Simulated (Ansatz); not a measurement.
CH₆BeGeS, SMILES C[S][Be][GeH3].

Geometry optimised at B3LYP-D3(BJ)/def2-SVP. The structure was generated by enumeration; whether it is a known compound was not checked. One conformer was computed; it need not be the lowest.

Two levels are set side by side: PBE/def2-SVPD (Ansatz, a quantum-chemistry and plane-wave program) and CAM-B3LYP/def2-SVPD (Ansatz). Energy differences of separate SCF runs at the same geometry; the states with an electron removed or added have multiplicity 2 and 2. Differences are taken from unrounded values.

| quantity | CAM-B3LYP | PBE | PBE minus CAM-B3LYP |
|---|---|---|---|
| vertical ionisation energy (eV) | 9.50 | 9.14 | -0.35 |
| vertical singlet–triplet gap (eV) | 4.26 | 3.79 | -0.47 |
